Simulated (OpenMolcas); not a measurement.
## Ag2+ in a point-charge field

Ag2+ among 5 point charges of -1 e arranged as a square pyramid (C4v), 2.2 Å from the ion, with the axial distance 2.640 Å.
```
   2.2000    0.0000    0.0000  -1.00
   0.0000    2.2000    0.0000  -1.00
  -2.2000    0.0000    0.0000  -1.00
   0.0000   -2.2000    0.0000  -1.00
   0.0000    0.0000    2.6400  -1.00
```

```
Program             : OpenMolcas
Method              : SS-CASPT2, IPEA 0.25 Eh, imaginary shift 0.1 Eh (closed shells correlated: 4s 4p)
Basis               : ANO-RCC-VDZP [6s5p3d1f]
Scalar Hamiltonian  : DKH2, point nucleus
Active space        : 9 electrons in 5 orbitals (4d)
State averaging     : 2S+1 = 2 even, 5 roots
Spin-orbit coupling : RASSI with atomic mean-field integrals over the reference wave functions
```

The lowest spin-free states, above the lowest:

| State | Degeneracy | E (cm-1) | Free-ion L (%) |
| --- | --- | --- | --- |
| 2S+1 = 2 | 1 | 0 | D (100) |
| 2S+1 = 2 | 1 | 2820 | D (100) |
| 2S+1 = 2 | 2 | 6170 | D (100) |
| 2S+1 = 2 | 1 | 6480 | D (100) |

The lowest levels with spin-orbit coupling:

```json
{"E (cm-1)": "0", "Degeneracy": "2", "2S+1": "2", "g": "1.70 1.70 4.90"}
{"E (cm-1)": "3640", "Degeneracy": "2", "2S+1": "2", "g": "1.59 1.83 1.83"}
{"E (cm-1)": "5530", "Degeneracy": "2", "2S+1": "2", "g": "1.14 3.56 3.56"}
{"E (cm-1)": "7440", "Degeneracy": "2", "2S+1": "2", "g": "0.13 0.13 3.31"}
{"E (cm-1)": "10020", "Degeneracy": "2", "2S+1": "2", "g": "0.86 1.55 1.55"}
```

Powder χT (cm3 K/mol): 0.933 at 2 K, 0.934 at 10 K, 0.943 at 50 K, 0.954 at 100 K, 0.975 at 200 K, 0.997 at 300 K. The effective moment at 300 K is 2.828 √(χT) = 2.82 μB.

The lowest level has 2S+1 = 2, for which the spin-only value is χT = S(S+1) / 2 = 0.375 cm3 K/mol (g = 2). The computed 0.997 at 300 K differs by +0.622, through orbital momentum, spin-orbit coupling and any other state in reach.

Free-ion shares, where given, are those of the reference states; single-state CASPT2 does not remix them. This is an electrostatic model: the charges have no orbitals. An unlabelled pair can be two single states that coincide in this model. No measured value stands beside these numbers.

The CASPT2 steps took 0.72 s on 1 thread of Arm Neoverse V1, with other jobs on the host; the integral step is not counted.

A state without a sure symmetry label is named by its multiplicity alone.
